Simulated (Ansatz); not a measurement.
A nudged elastic band was laid between two geometries of CH6BNOSSi (12 atoms, charge 0, multiplicity 1).

Level of theory: Ansatz, RKS PBE0/STO-3G.

- movable images: 9
- climbing image: yes
- spring: 5.0 eV/Å²
- optimiser: quadratic models (default)
- start path: IDPP
- force threshold: 0.03 eV/Å
- iteration limit: 60
- end points: relaxed

Initial state:

```xyz
12
Properties=species:S:1:pos:R:3
C -0.837 -0.945 2.192
S 0.950 -0.633 2.019
B 0.961 0.219 0.482
O 1.932 0.769 -0.290
Si 0.325 0.987 -1.082
N 0.363 0.175 -2.628
H -1.222 -1.584 1.387
H -1.417 -0.013 2.202
H -1.003 -1.461 3.146
H 0.164 2.407 -1.308
H 0.010 0.753 -3.417
H -0.149 -0.729 -2.670
```

Final state:

```xyz
12
Properties=species:S:1:pos:R:3
C -0.875 -0.861 2.228
S 0.918 -0.683 1.956
B 0.908 0.170 0.422
O 1.880 0.649 -0.400
Si 0.249 0.996 -1.097
N -0.028 0.208 -2.621
H -1.352 -1.453 1.435
H -1.378 0.113 2.285
H -1.025 -1.382 3.182
H 0.156 2.422 -1.311
H 0.110 -0.821 -2.619
H 0.513 0.586 -3.425
```

What changes between the two ends?

No bond is made or broken. The dihedral B3–Si5–N6–H12 goes from 59 to -119°.

Give the energies along the band, and the barrier.

It converged. The highest image is number 6 of 0 to 10, 0.131 eV above the first end and 0.164 eV above the last; the last end lies 0.033 eV below the first. A vibrational analysis at the climbing image gives one clearly imaginary mode, 212i cm⁻¹: a first-order saddle point. Limits of this set-up: minimal basis.

```tsv
image	path coordinate (Å)	energy (eV)	dihedral B3–Si5–N6–H12 (°)
0	0.00	0.000	59
1	0.36	0.005	49
2	0.71	0.025	35
3	1.07	0.056	20
4	1.42	0.091	4
5	1.78	0.120	-13
6	2.14	0.131	-31
7	2.56	0.111	-53
8	2.98	0.053	-76
9	3.40	-0.009	-99
10	3.83	-0.033	-119
```

What is the geometry of the highest image?


```xyz
12
Properties=species:S:1:pos:R:3
C -1.158 -0.600 2.143
S 0.641 -0.827 1.955
B 0.900 0.015 0.441
O 2.007 0.263 -0.317
Si 0.573 0.955 -1.129
N 0.435 0.237 -2.762
H -1.716 -1.048 1.311
H -1.430 0.461 2.214
H -1.468 -1.096 3.071
H 0.761 2.385 -1.256
H -0.522 -0.187 -2.859
H 1.055 -0.613 -2.780
```

What are the harmonic wavenumbers there?

212i, 71, 103, 132, 161, 251, 385, 430, 491, 634, 690, 800, 868, 926, 948, 1071, 1076, 1112, 1164, 1539, 1573, 1688, 1689, 1865, 2661, 3349, 3523, 3533, 3575, 3754 cm⁻¹.

The band took 8 iterations and of the order of 3 core-minutes.

The run took 3.3 min on 1 thread of Intel(R) Xeon(R) Processor @ 2.70GHz (shared host), peak memory 0.13 GiB.
